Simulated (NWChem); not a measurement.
Molecule: CuH₂O₂, doublet; SMILES [OH][Cu][OH]

```xyz
5

Cu     0.0000     0.0000    -0.0230
O     -1.7464     0.0000    -0.0964
H     -2.2107     0.0000     0.7491
O      1.7464     0.0000    -0.0964
H      2.2107     0.0000     0.7491
```
Atoms are numbered in this order, from 1.

Level: PBE0/def2-SVP, spin-unrestricted (NWChem), optimised geometry, unscaled harmonic frequencies. In the optimisation the excess spin sits in a2 (C2v, its own frame). The spin multiplicity was typed, not searched, and may not be the lowest.

```json
[
 {"frequency (cm⁻¹)": "116", "IR intensity (km/mol)": "6.9"},
 {"frequency (cm⁻¹)": "191", "IR intensity (km/mol)": "4.4"},
 {"frequency (cm⁻¹)": "498", "IR intensity (km/mol)": "0.0"},
 {"frequency (cm⁻¹)": "599", "IR intensity (km/mol)": "0.2"},
 {"frequency (cm⁻¹)": "661", "IR intensity (km/mol)": "256.6"},
 {"frequency (cm⁻¹)": "710", "IR intensity (km/mol)": "45.6"},
 {"frequency (cm⁻¹)": "760", "IR intensity (km/mol)": "31.4"},
 {"frequency (cm⁻¹)": "3885", "IR intensity (km/mol)": "206.3"},
 {"frequency (cm⁻¹)": "3890", "IR intensity (km/mol)": "45.1"}
]
```

- zero-point energy: 16.2 kcal/mol
- thermal correction to the enthalpy at 298.15 K (with zero-point energy): 19.8 kcal/mol
- heat capacity Cv: 14.5 cal/(mol K)
- entropy at 298.15 K and 1 atm (symmetry number 2, electronic part: spin degeneracy alone): 68.2 cal/(mol K)
- dipole moment: 2.78 D

Rigid rotor and harmonic oscillator.
